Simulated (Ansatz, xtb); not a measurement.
**FH8Si4+: which of two structures lies lower**

Structure X is a singlet given by its coordinates and structure Y is a singlet given by its coordinates. Both are isolated ions in the gas phase, relaxed with B3LYP/6-31G*.

X (Å):

```yaml
atoms:
  - { symbol: F, position_ang: [-1.7363, 1.0480, 0.4762] }
  - { symbol: Si, position_ang: [-0.7107, 1.1310, 1.9662] }
  - { symbol: Si, position_ang: [1.0220, 0.1532, 0.7045] }
  - { symbol: Si, position_ang: [-0.7375, 0.2281, -0.8817] }
  - { symbol: Si, position_ang: [-0.8815, 1.6690, -2.7532] }
  - { symbol: H, position_ang: [-1.4834, 0.3276, 2.9330] }
  - { symbol: H, position_ang: [-0.7024, 2.5769, 2.2614] }
  - { symbol: H, position_ang: [2.1517, 1.0676, 0.4327] }
  - { symbol: H, position_ang: [1.4095, -1.2048, 1.1415] }
  - { symbol: H, position_ang: [-1.4796, -1.0524, -0.9708] }
  - { symbol: H, position_ang: [-0.1080, 0.9697, -3.8058] }
  - { symbol: H, position_ang: [-2.3158, 1.8063, -3.0913] }
  - { symbol: H, position_ang: [-0.2593, 2.9548, -2.3640] }
```

Close contacts (Å): F1–Si2 1.81, F1–Si4 1.87, Si2–Si3 2.36, Si3–Si4 2.37, Si4–Si5 2.37, Si2–H6 1.48, Si2–H7 1.48, Si3–H8 1.48, Si3–H9 1.48, Si4–H10 1.48, Si5–H11 1.48, Si5–H12 1.48, Si5–H13 1.48.

Y (Å):

```xyz
13

F    -1.8009    0.3741   -0.8437
Si   -2.1825    0.9961    0.8355
Si   -0.5051    2.6324    0.5251
Si   -0.4620    1.4303   -1.5096
Si    1.4076    2.6120    1.9253
H    -1.9289   -0.2031    1.6582
H    -3.6129    1.3409    0.7187
H    -1.1696    3.9375    0.2803
H     0.5927    0.4333   -1.7799
H    -1.0820    1.9803   -2.7309
H     1.8622    1.2040    2.0054
H     2.4150    3.4838    1.2799
H     0.9739    3.1300    3.2424
```

Close contacts (Å): F1–Si2 1.83, F1–Si4 1.83, Si2–Si3 2.36, Si3–Si4 2.36, Si3–Si5 2.37, Si2–H6 1.48, Si2–H7 1.48, Si3–H8 1.48, Si4–H9 1.48, Si4–H10 1.48, Si5–H11 1.48, Si5–H12 1.48, Si5–H13 1.48.

Task: Which of the two would you expect CCSD(T)/def2-SVP + ΔMP2/def2-TZVPP electronic energies to favour?

Result: Structure Y; the calculation gives E(Y) − E(X) = −1.89 kcal/mol.

How the difference moves with the method:

```json
{"level": "B3LYP/6-31G*", "geometry": "B3LYP/6-31G*", "E(Y) − E(X) (kcal/mol)": "−0.68", "departure from the last row (kcal/mol)": "+1.21", "job, with rough time for the two": "optimisation, 2.2 min"}
{"level": "HF/def2-SVP", "geometry": "B3LYP/6-31G*", "E(Y) − E(X) (kcal/mol)": "−1.33", "departure from the last row (kcal/mol)": "+0.56", "job, with rough time for the two": "part of the CCSD(T) run"}
{"level": "MP2/def2-SVP", "geometry": "B3LYP/6-31G*", "E(Y) − E(X) (kcal/mol)": "−2.62", "departure from the last row (kcal/mol)": "−0.72", "job, with rough time for the two": "part of the CCSD(T) run"}
{"level": "CCSD(T)/def2-SVP", "geometry": "B3LYP/6-31G*", "E(Y) − E(X) (kcal/mol)": "−1.97", "departure from the last row (kcal/mol)": "−0.08", "job, with rough time for the two": "single point"}
{"level": "CCSD(T)/def2-SVP + ΔMP2/def2-TZVPP", "geometry": "B3LYP/6-31G*", "E(Y) − E(X) (kcal/mol)": "−1.89", "departure from the last row (kcal/mol)": "", "job, with rough time for the two": "single point, 54 s"}
```

The levels shown agree on the order. The largest departure from CCSD(T)/def2-SVP + ΔMP2/def2-TZVPP is that of B3LYP/6-31G*, 1.21 kcal/mol. Levels run at GFN2-xTB geometries aren't shown. The last row adds to CCSD(T) the change of the MP2 difference between the two basis sets, here +0.08 kcal/mol.

With harmonic frequencies from B3LYP/6-31G* (ideal gas, rigid rotor, one conformer each, 298.15 K, 1 atm): the zero-point term adds +0.25 kcal/mol; ΔH is −1.68 and ΔG −1.64 kcal/mol.

The correlated steps freeze 21 core orbitals. Mirror images aren't counted in ΔG. Run with Ansatz 0.2.0; the last row on 2 threads of Arm Neoverse V2 on a shared host.
